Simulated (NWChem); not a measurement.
# BH2I; SMILES BI

```xyz
4

B      0.0000     0.0000    -1.8402
H      0.0000     1.0626    -2.4012
H      0.0000    -1.0626    -2.4012
I      0.0000     0.0000     0.2642
```
Atoms are numbered in this order, from 1.

Computed with NWChem. Medium grid unless said otherwise, to which SCAN and Minnesota functionals are sensitive. All runs use the structure optimised with PBE0/def2-SVP. def2 effective core potentials on I; no spin-orbit coupling. Total energies of different functionals are on different scales.

```json
[
 {"level": "B3LYP/def2-SVP", "energy (Ha)": "-323.8286", "highest occupied level (eV)": "-7.22", "orbital gap (eV)": "4.92", "dipole (D)": "0.29"},
 {"level": "PBE/def2-SVP", "energy (Ha)": "-323.6641", "highest occupied level (eV)": "-6.35", "orbital gap (eV)": "3.27", "dipole (D)": "0.09"},
 {"level": "M06-2X/def2-SVP", "energy (Ha)": "-323.6360", "highest occupied level (eV)": "[?]", "orbital gap (eV)": "[?]", "dipole (D)": "[?]"},
 {"level": "MN15/def2-SVP", "energy (Ha)": "-322.9588", "highest occupied level (eV)": "-8.02", "orbital gap (eV)": "6.33", "dipole (D)": "0.25"},
 {"level": "OLYP/def2-SVP", "energy (Ha)": "-323.9999", "highest occupied level (eV)": "-6.18", "orbital gap (eV)": "3.36", "dipole (D)": "0.08"},
 {"level": "CAM-B3LYP/def2-SVP", "energy (Ha)": "-323.7075", "highest occupied level (eV)": "-8.71", "orbital gap (eV)": "7.72", "dipole (D)": "0.43"},
 {"level": "LC-BLYP (range parameter 0.33 per bohr)/def2-SVP", "energy (Ha)": "-323.3685", "highest occupied level (eV)": "-9.64", "orbital gap (eV)": "9.50", "dipole (D)": "0.42"}
]
```

What belongs in the gaps?


- M06-2X/def2-SVP, highest occupied level (eV): -8.63
- M06-2X/def2-SVP, orbital gap (eV): 7.37
- M06-2X/def2-SVP, dipole (D): 0.64
